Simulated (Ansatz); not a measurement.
Cost and result up the ladder for Sn₂SeF₆ (relaxed from a model of (F3Sn)2Se, whose bonding it doesn't keep) (9 atoms). Charge 0, multiplicity 1. Geometry: r2SCAN-D4/def2-SVP.

```xyz
9

Sn   -0.7168   -0.1937   -1.6989
F    -2.5834   -0.0457   -2.0884
F     0.1202    0.4644   -3.2873
F    -0.3529    1.1726   -0.2828
Se    0.2505   -1.9706   -0.2815
Sn    0.6394   -0.0543    1.4192
F     2.0640    1.1789    1.0740
F     1.4480   -1.1785    2.7621
F    -0.8691    0.6268    2.3835
```

Ansatz on 4 threads of AMD EPYC 7R43 on a shared host. Times are rough, and most runs start from the orbitals of an earlier one. PBE0-D4/def2-TZVPD serves as the yardstick here, not as an exact answer. Differences are given only for rows in sets of like size (and for xTB, whose basis is part of the method), since another set adds its own error. Binding counts from free atoms at the same level (Sn triplet, F doublet, Se triplet; other spins of the atoms weren't run), without zero-point energy or a counterpoise term.

In the def2 sets Sn takes a core potential, while STO-3G treats all electrons; there is no spin–orbit coupling. B3LYP takes the VWN-RPA correlation. HSE06 is defined as in plane-wave codes, on full-range PBE exchange. Correlated methods freeze 23 core orbitals; core or outer-core shells of Sn, Se are correlated, in sets that lack core-valence functions.

Correlated methods converge slowly with the basis.

| level | functions | wall time | binding energy per atom (eV) | difference from PBE0-D4/def2-TZVPD (eV) |
| --- | --- | --- | --- | --- |
| HF/STO-3G | 102 | 1.8 s | 2.04 | – |
| PBE-D4/def2-SVP | 168 | 2.2 s | 3.61 | – |
| PBE0-D4/def2-SVP | 168 | 4.1 s | 3.35 | – |
| PBE-D4/def2-TZVP | 334 | 5.5 s | 3.65 | 0.22 |
| PBE-D4/def2-TZVPD | 409 | 9 s | 3.64 | 0.22 |
| r2SCAN-D4/def2-TZVP | 334 | 9.5 s | 3.54 | 0.11 |
| B3LYP-D4/def2-TZVP | 334 | 12 s | 3.43 | 0.00 |
| HSE06-D4/def2-TZVP | 334 | 14 s | 3.43 | 0.00 |
| PBE0-D4/def2-TZVP | 334 | 15 s | 3.43 | 0.00 |
| MP2/def2-TZVP | 334 | 19 s | 3.57 | 0.15 |
| BHLYP-D4/def2-TZVP (with forces) | 334 | 22 s | 3.19 | -0.24 |
| PBE0-D4/def2-TZVPD | 409 | 22 s | 3.43 | 0.00 |
| RPA@PBE/def2-TZVP | 334 | 23 s | 3.05 | -0.37 |
| BHLYP-D4/def2-TZVPD | 409 | 25 s | 3.19 | -0.23 |
